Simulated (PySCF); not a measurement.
Fill in the blanks.

C₅H₉F₃S₂.
SMILES: `CCSCCSC(F)(F)F`

```json
{"property": "point group of the GFN2-xTB geometry", "level": "GFN2-xTB", "value": "?"}
{"property": "rotational constants A, B, C of the GFN2-xTB geometry", "level": "GFN2-xTB", "value": "?"}
{"property": "dipole moment", "level": "PBE0/pcSseg-1", "value": "?"}
{"property": "HOMO energy", "level": "PBE0/pcSseg-1", "value": "?"}
{"property": "LUMO energy", "level": "PBE0/pcSseg-1", "value": "0.13 eV"}
{"property": "13C chemical shifts (computed TMS as zero) by class", "level": "GIAO PBE0/pcSseg-1", "value": "?"}
{"property": "1H chemical shifts (computed TMS as zero) by class", "level": "GIAO PBE0/pcSseg-1", "value": "3.39 (2 H), 3.22 (2 H), 2.78 (2 H), 1.34 (3 H) ppm"}
{"property": "isotropic shieldings of nuclei other than C and H, by class", "level": "GIAO PBE0/pcSseg-1", "value": "?"}
```

Electronic properties: PySCF, gas phase, density fitting. One conformer (not necessarily the lowest) at the GFN2-xTB geometry, without solvent or vibrations. NMR classes are plain means over equivalent atoms (diastereotopic ones count apart unless rotation or inversion swaps them), as if these changed places fast; in this geometry the members of some classes differ.

(1) What are the isotropic shieldings of nuclei other than C and H, by class?

(2) What are the 13C chemical shifts (computed TMS as zero) by class?

(3) Give the HOMO energy.

(4) Give the rotational constants A, B, C of the GFN2-xTB geometry.

(5) The point group of the GFN2-xTB geometry?

(6) The dipole moment?

## Answers

(1) 227 (3 F), 385 (1 S), 457 (1 S) ppm.

(2) 143.1 (1 C), 46.0 (1 C), 33.9 (1 C), 31.9 (1 C), 16.6 (1 C) ppm.

(3) -6.55 eV.

(4) 1.566, 0.573, 0.505 GHz.

(5) C1.

(6) 0.70 D.

The rotational constants make it an asymmetric top with κ = (2B − A − C)/(A − C) = -0.87, nearer the prolate limit (−1). The dipole equals about 2.3 × 10⁻³⁰ C·m (1 D = 3.33564 × 10⁻³⁰ C·m). With B = h/(8π²I), that is 505.379 GHz u Å² over I, the principal moments of inertia are 322.8, 882.3 and 1000.5 u Å² (most abundant isotopes); the inertial defect Ic − Ia − Ib is -204.6 u Å² (zero for a rigid planar frame, negative otherwise). A dipole of 0.70 D is allowed in C1, and pure rotational transitions are dipole-allowed.
